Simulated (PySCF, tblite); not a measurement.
A database entry of computed molecular properties. Lists by class give the value and the number of equivalent atoms.

```json
{
 "formula": "C7H11OP",
 "smiles": "C=CP1CC=C(OC)C1",
 "inchi": "InChI=1S/C7H11OP/c1-3-9-5-4-7(6-9)8-2/h3-4H,1,5-6H2,2H3",
 "charge": 0,
 "multiplicity": 1,
 "geometry_level": "GFN2-xTB",
 "atoms_angstrom": [
  ["C", -3.24, -0.888, 0.889],
  ["C", -2.021, -0.587, 0.474],
  ["P", -1.638, -0.233, -1.277],
  ["C", -0.142, -1.356, -1.394],
  ["C", 0.99, -0.632, -0.733],
  ["C", 0.796, 0.663, -0.51],
  ["O", 1.634, 1.575, 0.054],
  ["C", 2.901, 1.115, 0.453],
  ["C", -0.525, 1.232, -0.949],
  ["H", -4.07, -0.934, 0.203],
  ["H", -3.462, -1.101, 1.923],
  ["H", -1.188, -0.54, 1.168],
  ["H", -0.359, -2.318, -0.921],
  ["H", 0.078, -1.552, -2.449],
  ["H", 1.891, -1.175, -0.503],
  ["H", 3.413, 1.973, 0.883],
  ["H", 3.471, 0.735, -0.401],
  ["H", 2.816, 0.325, 1.206],
  ["H", -0.397, 1.815, -1.866],
  ["H", -0.954, 1.894, -0.195]
 ],
 "electronic_structure_code": "PySCF",
 "results": {
  "GFN2-xTB geometry": {
   "point_group": "C1",
   "rotational_constants_GHz": [2.733, 0.822, 0.778]
  },
  "PBE0/pcSseg-1 ground state and GIAO shieldings, non-relativistic": {
   "dipole_D": 2.08,
   "homo_eV": -6.41,
   "lumo_eV": -0.12,
   "shift_vs_computed_TMS_C_by_class_ppm": [
    [169.8, 1],
    [151.5, 1],
    [137.1, 1],
    [96.6, 1],
    [57.9, 1],
    [38.9, 1],
    [35.3, 1]
   ],
   "shift_vs_computed_TMS_H_by_class_ppm": [
    [7.0, 1],
    [6.23, 1],
    [6.09, 1],
    [4.53, 1],
    [3.77, 3],
    [2.55, 2],
    [2.5, 2]
   ],
   "shielding_other_nuclei_by_class_ppm": [
    ["O", 222.0, 1],
    ["P", 355.5, 1]
   ],
   "charges_hirshfeld_e_by_atom": [-0.09, -0.1, 0.15, -0.12, -0.1, 0.07, -0.11, -0.03, -0.12, 0.04, 0.05, 0.03, 0.04, 0.04, 0.04, 0.05, 0.04, 0.04, 0.04, 0.04]
  },
  "GFN2-xTB harmonic vibrations, gas phase": {
   "strongest_ir_bands_cm-1_km_per_mol_modes": [
    [1167.3, 60.6, 1],
    [1223.8, 115.2, 1],
    [1273.5, 76.4, 1],
    [1722.2, 112.3, 1],
    [2929.1, 37.7, 1],
    [3102.5, 47.1, 1]
   ],
   "zpe_kcal_per_mol": 100.2
  }
 }
}
```

The zero-point energy, half the sum of the 54 harmonic wavenumbers, equals 35050 cm⁻¹ or 419 kJ/mol. A dipole of 2.08 D is allowed in C1, and pure rotational transitions are dipole-allowed. The dipole matches unit charges of opposite sign 0.43 Å apart (1 e·Å = 4.8032 D). With B = h/(8π²I), that is 505.379 GHz u Å² over I, the principal moments of inertia are 184.9, 614.8 and 649.7 u Å² (most abundant isotopes). The rotational constants make it an asymmetric top with κ = (2B − A − C)/(A − C) = -0.95, nearer the prolate limit (−1).

 NMR classes are plain means over equivalent atoms (diastereotopic ones count apart unless rotation or inversion swaps them), as if these changed places fast; in this geometry the members of some classes differ.

One conformer stands for the species.
